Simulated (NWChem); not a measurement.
System meant: C$_{2}$H$_{6}$N$_{2}$Si; SMILES C#C[SiH](N)N

NWChem input:

```
start job
memory heap 200 mb stack 900 mb global 1100 mb
geometry units angstroms noautosym nocenter noautoz
  C     -0.069548    -2.553389    -0.064747
  C     -0.018962    -1.346197     0.090240
  Si     0.013356     0.488046     0.348262
  N     -1.261681     1.386461    -0.377183
  N      1.493642     0.985480    -0.372000
  H     -0.115116    -3.619272    -0.202476
  H     -0.169941     0.704492     1.816911
  H     -1.392953     1.360460    -1.382451
  H     -2.143757     1.490596     0.110588
  H      2.281607     0.350137    -0.407248
  H      1.785963     1.954900    -0.332208
end
basis spherical
  C library 6-31g*
  Si library 6-31g*
  N library 6-31g*
  H library 6-31g*
end
dft
  xc m06-l
  iterations 150
end
property
  shielding
end
task dft property
```

End of the output:

```
 Vector   26  Occ=0.000000D+00  E= 8.128846D-02
              MO Center=  1.7D-01,  1.0D+00, -1.4D-01, r^2= 6.0D+00
   Bfn.  Coefficient  Atom+Function         Bfn.  Coefficient  Atom+Function
  ----- ------------  ---------------      ----- ------------  ---------------
    52      1.002627   4 N  s                66      0.977613   5 N  s
    38     -0.726075   3 Si s                84     -0.666825  10 H  s
    82     -0.505800   9 H  s                80     -0.456288   8 H  s
    40     -0.444863   3 Si py               78      0.442066   7 H  s
    86     -0.304045  11 H  s                23     -0.211451   2 C  pz

 center of mass
 --------------
 x =   0.06166775 y =   0.05123113 z =  -0.01848724

 moments of inertia (a.u.)
 ------------------
         649.690229961078           6.595848966382           3.735037001951
           6.595848966382         291.561614227483          27.323280376663
           3.735037001951          27.323280376663         848.060428314447

     Multipole analysis of the density
     ---------------------------------

     L   x y z        total         alpha         beta         nuclear
     -   - - -        -----         -----         ----         -------
     0   0 0 0     -0.000000    -23.000000    -23.000000     46.000000

     1   1 0 0      0.023633     -1.429528     -1.429528      2.882690
     1   0 1 0      0.097289     -2.105670     -2.105670      4.308628
     1   0 0 1     -0.244293      0.456619      0.456619     -1.157531

     2   2 0 0    -22.536423    -85.844269    -85.844269    149.152114
     2   1 1 0      0.066485      2.059232      2.059232     -4.051978
     2   1 0 1      0.512322      1.319831      1.319831     -2.127339
     2   0 2 0    -23.736253   -181.839014   -181.839014    339.941776
     2   0 1 1      0.147843      7.357757      7.357757    -14.567671
     2   0 0 2    -28.701369    -30.917486    -30.917486     33.133603

          -----------------------------------------
          Chemical Shielding Tensors (GIAO, in ppm)
          -----------------------------------------

 ------------------------------------------------------------------------
  xm06: d2 not coded                    0
 ------------------------------------------------------------------------
 ------------------------------------------------------------------------
  current input line :
    29: task dft property
 ------------------------------------------------------------------------
 ------------------------------------------------------------------------
 This error has not yet been assigned to a category
 ------------------------------------------------------------------------
 For more information see the NWChem manual at https://nwchemgit.github.io

0: xm06: d2 not coded:Received an Error in Communication
```

Question: Find the fault in this run and fix the input.

Answer: The program stopped with an error. Cause: this functional's second derivatives, which shieldings need, aren't coded here; the fix takes a hybrid GGA instead. This input runs:
```
start job
memory heap 200 mb stack 900 mb global 1100 mb
geometry units angstroms noautosym nocenter noautoz
  C     -0.069548    -2.553389    -0.064747
  C     -0.018962    -1.346197     0.090240
  Si     0.013356     0.488046     0.348262
  N     -1.261681     1.386461    -0.377183
  N      1.493642     0.985480    -0.372000
  H     -0.115116    -3.619272    -0.202476
  H     -0.169941     0.704492     1.816911
  H     -1.392953     1.360460    -1.382451
  H     -2.143757     1.490596     0.110588
  H      2.281607     0.350137    -0.407248
  H      1.785963     1.954900    -0.332208
end
basis spherical
  * library 6-31g*
end
dft
  xc pbe0
  iterations 150
end
property
  shielding
end
task dft property
```
It converges to -478.43447 Ha (PBE0/6-31G* (spherical d), GIAO).
